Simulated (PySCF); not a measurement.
TlS: frontier orbitals

r²SCANh at R = 2.641 Å; Tl def2-SVPD with ECP60, S def2-SVPD; scalar-relativistic core potentials (PySCF 2.14). State: ²Π (doublet), unpaired electrons π ↑. Only the outer orbitals are listed, counted within each symmetry, core potentials removing the inner ones.

```csv
spin,orbital,occ.,ε (eV),on Tl (%),main shells (%)
α,8σ,1,-10.70,79,"79 Tl s, 15 S p"
α,4π,1,-7.65,2,98 S p
α,9σ,1,-6.32,31,"69 S p, 17 Tl p, 12 Tl s"
α,4π,1,-6.28,4,95 S p
α,5π,0,-2.01,97,96 Tl p
α,5π,0,-1.86,95,95 Tl p
α,10σ,0,-0.05,76,"62 Tl p, 11 S p, 11 S s"
β,7σ,1,-15.85,21,"79 S s, 17 Tl d"
β,8σ,1,-10.60,81,"80 Tl s, 13 S p"
β,9σ,1,-6.01,32,"67 S p, 22 Tl p, 9 Tl s"
β,4π,1,-5.86,6,94 S p
β,4π,0,-4.12,15,"85 S p, 14 Tl p"
β,5π,0,-1.86,94,93 Tl p
β,5π,0,-1.73,85,"84 Tl p, 14 S p"
```

Which are the highest filled and the lowest empty level, where do they sit, and how wide is the gap?

Highest filled β 4π at -5.86 eV (in %: 94 S p); lowest empty β 4π at -4.12 eV (in %: 85 S p, 14 Tl p); the gap at r²SCANh is 1.74 eV. Both belong to one degenerate shell, split only by its one-sided filling, so this is no excitation gap.

| Item | Value |
| --- | --- |
| bond order (Mayer) | 0.88 |
| ⟨S²⟩ | 0.757 |
| charge on Tl (Mulliken, basis-dependent) | 0.61 |
| charge on Tl (Löwdin, basis-dependent) | 0.41 |
| dipole moment (positive dipole means Tl(−)S(+)) | -4.05 D |

Spin–orbit coupling is left out, which matters for elements this heavy, above all for dissociation energies. The state is the lowest determinant that a PBE0 search found; another state may lie lower at other levels.
